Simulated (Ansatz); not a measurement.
Ansatz (a program for electronic structure) input (B3LYP-D3(BJ)/def2-TZVP):

Ansatz 0.2 input:
```yaml
crystal:
  periodic: [false, false, false]
  atoms:
    - {symbol: Si, position_ang: [0.22126548, -0.91014270, 1.14087633]}
    - {symbol: O, position_ang: [1.51979131, -0.49831377, 0.27727135]}
    - {symbol: Si, position_ang: [2.42414804, 0.54619068, -0.58090518]}
    - {symbol: O, position_ang: [-1.11573588, -0.31536542, 0.45331900]}
    - {symbol: Si, position_ang: [-1.99799614, 0.24317286, -0.78176537]}
    - {symbol: H, position_ang: [0.28689226, -0.27476022, 2.44928744]}
    - {symbol: H, position_ang: [0.17721829, -2.36188898, 1.08543604]}
    - {symbol: H, position_ang: [1.65439410, 1.73346769, -0.92770347]}
    - {symbol: H, position_ang: [3.61306669, 0.77750066, 0.22741288]}
    - {symbol: H, position_ang: [-2.67679796, 1.42213541, -0.24848356]}
    - {symbol: H, position_ang: [-1.12430401, 0.58609564, -1.90495705]}
    - {symbol: H, position_ang: [-2.92313941, -0.82998213, -1.13944955]}
basis:
  gaussian:
    orbitals: def2-TZVP
hamiltonian:
  xc: b3lyp
  dispersion: d3bj
magnetization: {spin_polarized: true, initial_magnetization: 1}
relax: {f_tol: 0.002, max_steps: 150}
```

End of the output:

```
1393 factors; their error is unknown
0.28 GiB of the device are held for the grids
1.23 GiB of device memory are held for the factors and their scratch space
mean field: 1.28 GiB planned
mean field -27848.69303825 eV, -1023.4205926336 hartree, gradient 2.7e-5 eV, S^2 0.751660; 0 other end points of the search recorded, 0 dependent functions left out
the calculation of the forces begins
reference -27848.69335836 eV, -1023.4206043972 hartree; 33, 32 occupied and 182, 183 virtual orbitals, 1393 factors
relax step  49: F+E_penalty+E_count = -27849.22932200 eV  Δ(F+E_penalty+E_count) = -1.483e-6 eV  max|allowed force component| = 1.734e-3 eV/Å  Δτ_max = 0.0058 Å  (26 SCF iters, accepted)
integrals: 0.16 GiB planned
1393 factors; their error is unknown
0.28 GiB of the device are held for the grids
1.23 GiB of device memory are held for the factors and their scratch space
mean field: 1.28 GiB planned
mean field -27848.69303825 eV, -1023.4205926336 hartree, gradient 2.7e-5 eV, S^2 0.751660; 1 other end points of the search recorded, 0 dependent functions left out
the calculation of the forces begins
reference -27848.69335836 eV, -1023.4206043972 hartree; 33, 32 occupied and 182, 183 virtual orbitals, 1393 factors
Total energy: -27849.22964210 eV, -1023.4403124614 hartree
Atom 0 at     0.174806    -0.860146     1.247692 Å, force     0.000032    -0.000537     0.001734 eV/Å
Atom 1 at     1.549554    -0.380892     0.505676 Å, force     0.000587    -0.000734    -0.000112 eV/Å
Atom 2 at     2.282090     0.508825    -0.664942 Å, force     0.000145     0.000898     0.000087 eV/Å
Atom 3 at    -1.126345    -0.146197     0.574216 Å, force    -0.000215    -0.000220    -0.000320 eV/Å
Atom 4 at    -1.959854     0.245760    -0.782370 Å, force    -0.000985     0.000057    -0.001422 eV/Å
Atom 5 at     0.236525    -0.450967     2.661781 Å, force     0.000028     0.000011    -0.000300 eV/Å
Atom 6 at     0.063336    -2.325206     1.105046 Å, force     0.000029     0.000370    -0.000000 eV/Å
Atom 7 at     1.729875     1.893210    -0.665851 Å, force    -0.000335    -0.000141    -0.000328 eV/Å
Atom 8 at     3.739520     0.534236    -0.369525 Å, force     0.000205    -0.000181    -0.000158 eV/Å
Atom 9 at    -2.988253     1.245119    -0.426319 Å, force     0.000712    -0.000286    -0.000196 eV/Å
Atom 10 at    -1.034454     0.815096    -1.789798 Å, force    -0.000564     0.000105     0.000751 eV/Å
Atom 11 at    -2.607997    -0.960728    -1.345267 Å, force     0.000361     0.000658     0.000264 eV/Å
Dipole moment:    -0.056533     0.001726    -0.070192 e Å
```

It need not be the lowest isomer of its formula.
